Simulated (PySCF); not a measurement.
## Multinuclear NMR of C3H10O3Si2

Geometry:
```csv
atom,x (Å),y (Å),z (Å)
C1,3.392,0.598,-0.332
O2,2.024,0.356,-0.191
Si3,1.040,-0.543,-1.112
O4,-0.455,-0.347,-0.516
C5,-0.887,-0.555,0.796
C6,-2.334,-0.128,0.853
O7,-2.996,-0.179,1.861
Si8,-2.940,0.481,-0.864
H9,3.960,-0.333,-0.285
H10,3.601,1.084,-1.288
H11,3.704,1.253,0.482
H12,1.461,-1.946,-1.052
H13,0.861,-0.032,-2.460
H14,-0.800,-1.613,1.074
H15,-0.289,0.028,1.505
H16,-4.349,0.831,-0.673
H17,-2.821,-0.615,-1.821
H18,-2.182,1.665,-1.252
```

Gas phase, non-relativistic Hamiltonian, one conformer, fast rotation and ring inversion assumed for equivalent nuclei. σ from GIAO-PBE0/pcSseg-1; GFN2-xTB geometry; PySCF 2.14.0 with density-fitted response routines.

Q: What are the 29Si shifts?

A: 
```
atoms                 environment  σ (ppm)  δ (ppm)
  Si3  silicon bonded to 2 O, 2 H    383.0    -34.8
  Si8    silicon bonded to C, 3 H    439.0    -80.8
```

Shieldings were converted by a linear fit to measured shifts: 29Si (scatter 8.9 ppm rms, 25.8 ppm with the 6 outliers that the fit left out vs TMS, solution or neat liquid). A few per cent of atoms miss by over 2 rms, more outside the fitted compound classes.

On a 300 MHz spectrometer 29Si resonates near 59.6 MHz, so 1 ppm is 59.6 Hz.

Q: Predict the 17O NMR data.

A: 
| atoms | environment | σ (ppm) | δ (ppm) |
| --- | --- | --- | --- |
| O7 | carbonyl oxygen | -514.7 | 735.6 |
| O4 | oxygen bonded to C, Si | 288.3 | 4.1 |
| O2 | oxygen bonded to C, Si | 320.5 | -25.2 |

Shieldings were converted by a linear fit to measured shifts: 17O: δ = 266.70 − 0.911σ (rms 10.7 ppm, 155 shifts, 12.2 ppm with the 3 outliers that the fit left out vs liquid water, solution or neat liquid). A few per cent of atoms miss by over 2 rms, more outside the fitted compound classes.

On a 600 MHz spectrometer 17O resonates near 81.3 MHz, so 1 ppm is 81.3 Hz.
